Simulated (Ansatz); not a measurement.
Start from `O[SiH](S)S` and change one atom or group to get `S[SiH](S)S`.

Ansatz, PBE0-D4/def2-TZVP geometries, multiplicity 1. Each molecule was computed in one conformer, which needn't be the lowest.

```
                               property  `O[SiH](S)S`
  LUMO energy (ωB97M-V/def2-TZVPP) / eV          1.65
   HOMO–LUMO gap (PBE0/def2-TZVPP) / eV          7.47
      LUMO energy (PBE/def2-TZVPP) / eV         -1.10
HOMO–LUMO gap (ωB97M-V/def2-TZVPP) / eV         11.48
    LUMO energy (B3LYP/def2-TZVPP) / eV         -0.43
      HOMO energy (PBE/def2-TZVPP) / eV         -6.43
```

(1) Give the same properties after the change, and the shifts. (An estimate is asked.)

Results:

(1) Computed: 
| property | `S[SiH](S)S` | shift |
| --- | --- | --- |
| LUMO energy (ωB97M-V/def2-TZVPP) / eV | 1.62 | -0.03 |
| HOMO–LUMO gap (PBE0/def2-TZVPP) / eV | 7.27 | -0.20 |
| LUMO energy (PBE/def2-TZVPP) / eV | -1.22 | -0.12 |
| HOMO–LUMO gap (ωB97M-V/def2-TZVPP) / eV | 11.33 | -0.15 |
| LUMO energy (B3LYP/def2-TZVPP) / eV | -0.54 | -0.11 |
| HOMO energy (PBE/def2-TZVPP) / eV | -6.35 | 0.08 |

With PBE0 the HOMO rises by 0.10 eV and the LUMO falls by 0.11 eV, so the gap narrows by about 0.21 eV. PBE moves the HOMO by 0.08 eV and ωB97M-V by 0.12 eV.

B3LYP here is the variant with VWN-RPA as its local correlation; programs differ in this.
